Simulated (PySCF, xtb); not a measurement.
methylammonium (CH₆N), SMILES C[NH3+], charge +1.

GFN2-xTB (xtb 6.7.1) at its own geometry gives an orbital gap of 11.11 eV.

The structure is a stationary point at PBE0-D3(BJ)/def2-TZVP.

**Question.** What does PySCF with PBE0/def2-TZVPD give? (An estimate is asked for; the answer gives what the named calculation found.)

**Answer.** gap 11.87 eV (levels -17.36 and -5.49 eV).
